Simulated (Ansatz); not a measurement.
`BBCBI` + H₂O → `BBO` + `CBI` at 500 K and 1 bar (formal hydrolysis of a B–C bond).

Calculated with Ansatz (gas phase, PBE0-D4/def2-TZVP geometries, no zero-point term in ΔE). CCSD(T)/CBS is the MP2 limit (def2-TZVPP, def2-QZVPP) plus CCSD(T) − MP2 in def2-TZVPP, frozen cores. This one scheme is used for every species. Elements past krypton have def2 core potentials. For I outer-core shells are correlated without core-valence functions, which leaves a few kJ/mol of doubt a bond. One conformer a species, not always the lowest.

```tsv
species	CCSD(T)/CBS energy (Eh)	H − E (kJ/mol)	S (J/(mol·K))
`BBCBI`	-413.46607	238.3	444.5
H₂O	-76.37941	73.2	206.3
`BBO`	-127.16606	153.7	310.2
`CBI`	-362.71826	158.8	347.7
```

H − E and S are ideal-gas, rigid-rotor, harmonic terms from PBE0-D4/def2-TZVP, for one conformer and one mirror image of each species. 1 Eh = 2625.50 kJ/mol, R = 8.31446 J/(mol·K).

**Question.** By hand: ΔE, ΔH, ΔS and ΔG.

**Answer.** ΔE = (-127.16606) + (-362.71826) − (-413.46607) − (-76.37941) = -0.03884 Eh = -102.0 kJ/mol. Δ(H − E) = 153.7 + 158.8 − 238.3 − 73.2 = 1.0, so ΔH = -101.0 kJ/mol. ΔS = 310.2 + 347.7 − 444.5 − 206.3 = 7.1 J/(mol·K). ΔG = -101.0 − 500 × (7.1)/1000 = -104.5 kJ/mol.

**Question.** By hand: the equilibrium constant, and the temperature at which ΔG would vanish if ΔH and ΔS stayed fixed.

**Answer.** log₁₀ K = −ΔG/(RT ln 10) = 10.9. ΔH and −TΔS have one sign here, so there is no such temperature.

The number of gas molecules stays the same, so ΔS is small and ΔH decides. A doubt of 5 kJ/mol in ΔE shifts log₁₀ K by 0.5 here. Other conformers and mirror images would add mixing entropy, several J/(mol·K) or more a flexible species. Modes under 60 cm⁻¹, often nearly free rotors, make the harmonic entropy too high. These are equilibria of isolated gas molecules and say nothing of rates. Largest T1 diagnostic: 0.013 (customary marks: 0.02 for closed shells, 0.045 for open ones).

ΔS is within the doubt of such terms, so its sign, and with it that verdict, could turn.
